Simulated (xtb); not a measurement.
CHN, charge +1, doublet, at a GFN2-xTB geometry (a state made from the parent by changing its charge; the spin is typed, not shown lowest); GFN2-xTB in xtb.

Here is a job for xtb.
```
$ xtb mol.xyz --gfn 2 --chrg 1 --uhf 1 --etemp 10000 --json

# file mol.xyz
3

C     -0.00000000    -0.00000000    -0.72004593
N      0.00000000     0.00000000     0.40993120
H      0.00000000     0.00000000     1.45075717
```

The log (banner, timings and long lists left out):

```
   ID    Z sym.   atoms
    1    6 C      1
    2    7 N      2
    3    1 H      3

           -------------------------------------------------
          |                Calculation Setup                |
           -------------------------------------------------

           -------------------------------------------------
          |                 G F N 2 - x T B                 |
           -------------------------------------------------

          ...................................................
          :                      SETUP                      :
          :.................................................:
          :  # basis functions                   9          :
          :  # atomic orbitals                   9          :
          :  # shells                            5          :
          :  # electrons                         9          :
          :  max. iterations                   250          :
          :  Hamiltonian                  GFN2-xTB          :
          :  restarted?                      false          :
          :  GBSA solvation                  false          :
          :  PC potential                    false          :
          :  electronic temp.        10000.0000000     K    :
          :  accuracy                    1.0000000          :
          :  -> integral cutoff          0.2500000E+02      :
          :  -> integral neglect         0.1000000E-07      :
          :  -> SCF convergence          0.1000000E-05 Eh   :
          :  -> wf. convergence          0.1000000E-03 e    :
          :  Broyden damping             0.4000000          :
          :  net charge                          1          :
          :  unpaired electrons                  1          :
          ...................................................

 iter      E             dE          RMSdq      gap      omega  full diag
   1     -4.7195415 -0.471954E+01  0.130E+01    6.64       0.0  T
   2     -4.7419944 -0.224530E-01  0.103E+01    4.95       1.0  T
   3     -5.0040284 -0.262034E+00  0.454E+00    5.40       1.0  T
   4     -4.9900700  0.139584E-01  0.212E+00    5.23       1.0  T
   5     -5.0035306 -0.134606E-01  0.759E-01    5.15       1.0  T
   6     -5.0046211 -0.109050E-02  0.325E-01    5.21       1.0  T
   7     -5.0049394 -0.318236E-03  0.135E-01    5.18       1.0  T
   8     -5.0050030 -0.636074E-04  0.508E-03    5.19      11.4  T
   9     -5.0050022  0.794961E-06  0.155E-02    5.19       3.7  T
  10     -5.0050030 -0.819784E-06  0.260E-04    5.19     222.2  T
  11     -5.0050030  0.519034E-10  0.204E-04    5.19     282.8  T

   *** convergence criteria satisfied after 11 iterations ***

         :::::::::::::::::::::::::::::::::::::::::::::::::::::
         ::                     SUMMARY                     ::
         :::::::::::::::::::::::::::::::::::::::::::::::::::::
         :: total energy              -4.877661245342 Eh    ::
         :: gradient norm              0.073437198132 Eh/a0 ::
         :: HOMO-LUMO gap              5.189646931500 eV    ::
         ::.................................................::
         :: SCC energy                -5.005002989324 Eh    ::
         :: -> isotropic ES            0.186457084774 Eh    ::
         :: -> anisotropic ES         -0.028046708717 Eh    ::
         :: -> anisotropic XC          0.023802579616 Eh    ::
         :: -> dispersion             -0.000328801746 Eh    ::
         :: repulsion energy           0.127341743982 Eh    ::
         :: add. restraining           0.000000000000 Eh    ::
         :: total charge               1.000000000668 e     ::
         :::::::::::::::::::::::::::::::::::::::::::::::::::::

           -------------------------------------------------
          |                Property Printout                |
           -------------------------------------------------

    * Orbital Energies and Occupations

         #    Occupation            Energy/Eh            Energy/eV
      -------------------------------------------------------------
         1        1.9986           -1.0455942             -28.4521
         2        1.9637           -0.9420203             -25.6337
         3        1.8895           -0.9043374             -24.6083
         4        1.8895           -0.9043374             -24.6083
         5        1.1877           -0.8027499             -21.8439 (HOMO)
         6        0.0355           -0.6120339             -16.6543 (LUMO)
         7        0.0355           -0.6120339             -16.6543
         8        0.0000           -0.3102192              -8.4415
         9                          0.7583116              20.6347
      -------------------------------------------------------------
                  HL-Gap            0.1907160 Eh            5.1896 eV
             Fermi-level           -0.7773708 Eh          -21.1533 eV

     #   Z          covCN         q      C6AA      α(0)
     1   6 C        0.911     0.332    27.029     8.701
     2   7 N        1.768     0.223    18.134     6.305
     3   1 H        0.858     0.445     0.406     0.998

 Mol. C6AA /au·bohr⁶  :        101.547070
 Mol. C8AA /au·bohr⁸  :       2509.125652
 Mol. α(0) /au        :         16.003887

Wiberg/Mayer (AO) data.
largest (>0.10) Wiberg bond orders for each atom

 ---------------------------------------------------------------------------
     #   Z sym  total        # sym  WBO       # sym  WBO       # sym  WBO
 ---------------------------------------------------------------------------
     1   6 C    2.692 --     2 N    2.662
     2   7 N    3.380 --     1 C    2.662     3 H    0.718
     3   1 H    0.747 --     2 N    0.718
 ---------------------------------------------------------------------------

Topologies differ in total number of bonds
Writing topology from bond orders to xtbtopo.mol

molecular dipole:
                 x           y           z       tot (Debye)
 q only:        0.000       0.000       0.942
   full:        0.000      -0.000       0.869       2.208
molecular quadrupole (traceless):
                xx          xy          yy          xz          yz          zz
 q only:       -2.046       0.000      -2.046       0.000       0.000       4.093
  q+dip:       -3.193       0.000      -3.193      -0.000       0.000       6.386
   full:       -2.331       0.000      -2.331      -0.000       0.000       4.663

           -------------------------------------------------
          | TOTAL ENERGY               -4.877661245342 Eh   |
          | GRADIENT NORM               0.073437198132 Eh/α |
          | HOMO-LUMO GAP               5.189646931500 eV   |
           -------------------------------------------------

normal termination of xtb
```
